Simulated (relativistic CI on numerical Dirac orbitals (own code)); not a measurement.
# Slater and spin-orbit integrals, Zn25+

Method of calculation: Dirac-Coulomb-Breit CI, separate exchange-only KLI orbitals for each configuration, a model potential for QED, unscaled Slater integrals (own radial code, finite nucleus).

Slater integrals F^k, G^k are unscaled and averaged over j, outside the closed core 1s2; ζ comes from projecting the Hamiltonian with its Breit term on Σ l·s of the shell.

- 2s²2p: ζ(2p) = 150800 cm⁻¹; <r>(2p) = 0.1795, <r^2>(2p) = 0.03891 (bohr units).
- 2s2p²: F^2(2p,2p) = 531640, G^1(2s,2p) = 563920, ζ(2p) = 149510 cm⁻¹; <r>(2s) = 0.2094, <r^2>(2s) = 0.05137, <r>(2p) = 0.1798, <r^2>(2p) = 0.03904 (bohr units).
- 2p³: F^2(2p,2p) = 530000, ζ(2p) = 148280 cm⁻¹; <r>(2p) = 0.1803, <r^2>(2p) = 0.03928 (bohr units).

Averages of the first 10 configurations, taken without configuration mixing, which lowers the lowest level and can move excited configurations by several eV; other configurations of the list can lie among them:

```tsv
Configuration	Parity	States	Average energy above the lowest level (eV)
2s²2p	odd	6	23.6
2s2p²	even	30	116.2
2p³	odd	20	231.6
2p²3s	even	30	1580.0
2p²3p	odd	90	1609.2
2p²3d	even	150	1635.1
2s²3s	even	2	1403.2
2s²3p	odd	6	1435.8
2s²3d	even	10	1461.9
2s2p3s	odd	24	1480.0
```
